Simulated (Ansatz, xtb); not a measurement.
## F3GeHSi: where a starting geometry ends

The starting geometry of this gas-phase singlet was built from a drawn formula by distance geometry and a force field; its bonds are those of `F[Si][GeH]([F])[F]`.

```json
{"atom": "F", "x (Å)": "-1.4169", "y (Å)": "1.0765", "z (Å)": "0.1028"}
{"atom": "F", "x (Å)": "2.1926", "y (Å)": "0.5664", "z (Å)": "-1.0316"}
{"atom": "F", "x (Å)": "0.5492", "y (Å)": "-1.6314", "z (Å)": "-1.7335"}
{"atom": "Ge", "x (Å)": "0.8836", "y (Å)": "0.0651", "z (Å)": "-2.0614"}
{"atom": "Si", "x (Å)": "-1.0203", "y (Å)": "1.2730", "z (Å)": "-1.4926"}
{"atom": "H", "x (Å)": "1.2166", "y (Å)": "0.2524", "z (Å)": "-3.5287"}
```

Problem. Predict what becomes of its bonds when it is optimised with r2SCAN-D4/def2-SVP.

Solution. A new bond forms, giving a structure with F3 bridging Si5 and Ge4, given below by its coordinates. Distances that change by over a tenth: F3–Ge4 (1.76 → 2.13 Å), Ge4–Si5 (2.33 → 2.58 Å). Contacts that close: F3–Si5 (3.31 → 1.78 Å).

The energy falls by 0.98 eV over 29 steps:

```json
{"step": "1", "E − E(last) (eV)": "0.981"}
{"step": "4", "E − E(last) (eV)": "0.563"}
{"step": "7", "E − E(last) (eV)": "0.532"}
{"step": "10", "E − E(last) (eV)": "0.531"}
{"step": "13", "E − E(last) (eV)": "0.528"}
{"step": "17", "E − E(last) (eV)": "0.520"}
{"step": "20", "E − E(last) (eV)": "0.298"}
{"step": "23", "E − E(last) (eV)": "0.075"}
{"step": "26", "E − E(last) (eV)": "0.001"}
{"step": "29", "E − E(last) (eV)": "0.000"}
```

Final geometry (Å):

```csv
atom,x (Å),y (Å),z (Å)
F,-0.9941,0.8585,0.1169
F,2.2536,0.4847,-1.0357
F,-0.2537,-0.8172,-1.6504
Ge,1.0761,0.7148,-2.3049
Si,-1.3550,0.5672,-1.4497
H,1.6780,-0.2058,-3.4213
```

From the same start GFN2-xTB ends elsewhere, differing in F3–Ge4 (3.10 against 2.13 Å here).

The end wasn't checked by frequencies. Run with Ansatz 0.2.0, 59 s on 1 thread of Intel(R) Xeon(R) 6975P-C (Granite Rapids) (shared host).
